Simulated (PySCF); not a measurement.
# One molecule, several mistakes: BClGeH4Si

All numbers below are calculated, not measured. The program is PySCF 2.14.0, an open-source quantum chemistry code, run on an isolated molecule that a program drew, which may never have been made. The molecule is BClGeH4Si (charge 0, singlet), drawn as the SMILES string `B[SiH](Cl)[GeH]`.

Each row is a Hartree-Fock (HF) and frozen-core CCSD(T) single point in the cc-pV(D+d)Z basis, meant for a local HF minimum. Run 1 is clean. Each other run has one planted mistake out of seven kinds, and not every kind appears here: one electron removed, one electron added, multiplicity raised by two, geometry at a saddle point, minimal basis STO-3G, one bond length entered in bohr, all coordinates scaled. The reference is restricted for singlets and unrestricted otherwise, and also for a bond in bohr. Adding or removing an electron swaps singlet and doublet. Electrons count all cores. HOMO and LUMO are orbital energies over both spins, the gradient is its largest component, and the lowest frequency (negative if imaginary) is given only where the gradient is small. Bond lengths are over the 7 bonds as drawn. T1 is the CCSD diagnostic: over 0.02 (restricted) or 0.045 (unrestricted) a single reference is doubtful. Germanium has the cc-pVDZ-PP basis, with a core potential (ECP10MDF) in place of its 10 inner electrons, and its 3s, 3p and 3d shells are frozen in CCSD(T).

Geometry of the clean run:
```xyz
8
BClGeH4Si, angstrom
B    -0.1836   -2.8807    1.0998
Si   -0.5846   -1.9746   -0.6629
Cl    1.1919   -1.6208   -1.7670
Ge   -1.2180    0.4268   -0.4962
H    -1.0964   -3.3108    1.7519
H     0.9218   -2.9533    1.5542
H    -1.4384   -2.8292   -1.5190
H    -1.9063    0.3651   -1.9174
```

```
run,electrons,basis functions,<S^2>,HOMO (eV),LUMO (eV),gradient (hartree/bohr),lowest frequency (cm^-1),mean bond (Å),longest bond (Å),T1,HF (hartree),CCSD(T) (hartree),mistake
1,72,103,0.000,-8.71,-0.10,3.3e-05,57,1.7275,2.489,0.0151,-1068.81906,-1069.28204,no fault
2,72,103,0.914,-8.12,-0.32,4.4e-03,-,1.9283,2.986,0.0329,-1068.74464,-1069.18884,one bond length entered in bohr
3,72,103,0.000,-8.70,-0.07,5.7e-03,-,1.7102,2.464,0.0152,-1068.81842,-1069.28101,all coordinates scaled
4,72,103,2.016,-7.98,-0.75,2.6e-02,-,1.7275,2.489,0.0174,-1068.79014,-1069.23733,multiplicity raised by two
5,73,103,0.764,-1.79,5.10,1.7e-02,-,1.7275,2.489,0.0232,-1068.85240,-1069.32919,one electron added
6,71,103,0.783,-15.60,-6.87,3.9e-02,-,1.7275,2.489,0.0211,-1068.53368,-1068.97187,?
```

**Which mistake was planted in run 6, and what did it cost?**

It counts 71 electrons, one fewer than the clean run, at the same geometry and basis. So the mistake is: one electron removed. Subtracting run 1 and multiplying by 627.51 kcal/mol a hartree, the energy moved by 179.1 kcal/mol in HF and 194.6 kcal/mol in CCSD(T).

